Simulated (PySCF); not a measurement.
Predicted microwave data (PBE0/pcSseg-1 in PySCF (dipole) on a GFN2-xTB geometry, gas phase) for one isomer of C6H15OPSi:

| Item | Value |
| --- | --- |
| Rotational constants | A = 1239, B = 993.3, C = 753.7 MHz |
| Dipole components | \|μa\| = 0.03 D, \|μb\| = 1.90 D, \|μc\| = 0.10 D |
| Inertial defect | -246.06 u·Å² |
| κ | -0.01 |

Problem. Which candidate fits, each taken in the one conformer that was computed?
A. `[CH2:1]=[CH:2][P@@:3](=[CH2:4])([CH2:5][SiH3:6])[CH2:7][O:8][CH3:9]` with C1–C2–P3–C4 -27°, C2–P3–C5–Si6 59°, C2–P3–C7–O8 -55°, P3–C7–O8–C9 -173°
B. `[CH3:1][C@@H:2]1[CH2:3][CH2:4][CH2:5][P@H:6](=[O:7])[C@@H:8]1[SiH3:9]` with C1–C2–C3–C4 -64°, C2–C3–C4–C5 -68°, C3–C4–C5–P6 64°, C4–C5–P6–O7 74°
C. `[CH3:1][CH2:2][Si@H:3]1[CH2:4][CH2:5][P@H:6](=[O:7])[CH2:8][CH2:9]1` with C1–C2–Si3–C4 178°, C2–Si3–C4–C5 172°, Si3–C4–C5–P6 -58°, C4–C5–P6–O7 -171°, C5–P6–C8–C9 -61°
D. `[CH3:1][C:2](=[O:3])[CH2:4][P:5]([CH3:6])[SiH:7]([CH3:8])[CH3:9]` with C1–C2–C4–P5 -75°, C2–C4–P5–C6 -166°, C4–P5–Si7–C8 89°
E. `[CH3:1][Si@H:2]1[CH2:3][CH2:4][P@@:5]([CH3:6])(=[O:7])[CH2:8][CH2:9]1` with C1–Si2–C3–C4 175°, Si2–C3–C4–P5 -62°, C3–C4–P5–C6 -179°, C4–P5–C8–C9 -70°
F. `[CH3:1][Si:2]1([CH3:3])[CH2:4][CH2:5][PH:6](=[O:7])[CH2:8][CH2:9]1` with C1–Si2–C4–C5 169°, Si2–C4–C5–P6 -58°, C4–C5–P6–O7 -172°, C5–P6–C8–C9 -61°

Solution. D. It is CC(=O)CP(C)[SiH](C)C, an asymmetric top, point group C1. The candidates at the same level (rigid rotor, commonest isotopes):

```tsv
SMILES	A (MHz)	B (MHz)	C (MHz)	μa (D)	μb (D)	μc (D)	Δ (u·Å²)	point group	rotor
CC(=O)CP(C)[SiH](C)C	1239	993.3	753.7	0.03	1.90	0.10	-246.06	C1	asymmetric top
C[Si@H]1CC[P@@](C)(=O)CC1	2260	779.4	709.0	0.44	0.00	3.26	-159.18	Cs	near-prolate asymmetric top
C[Si]1(C)CC[PH](=O)CC1	2094	743.1	691.9	4.70	0.00	0.56	-191.00	Cs	near-prolate asymmetric top
C[C@@H]1CCC[P@H](=O)[C@@H]1[SiH3]	1588	1076	824.1	1.30	1.99	3.05	-174.79	C1	asymmetric top
CC[Si@H]1CC[P@H](=O)CC1	2700	629.5	542.8	4.67	0.50	0.54	-58.95	C1	near-prolate asymmetric top
C=C[P@@](=C)(C[SiH3])COC	1459	854.7	749.8	2.72	2.10	0.65	-263.63	C1	asymmetric top
```

`C[C@@H]1CCC[P@H](=O)[C@@H]1[SiH3]` has A 28 % too high; `CC[Si@H]1CC[P@H](=O)CC1` has A 118 % too high; `C[Si]1(C)CC[PH](=O)CC1` has A 69 % too high; `C=C[P@@](=C)(C[SiH3])COC` has A 18 % too high; `C[Si@H]1CC[P@@](C)(=O)CC1` has A 82 % too high. No structure here is proved a minimum.
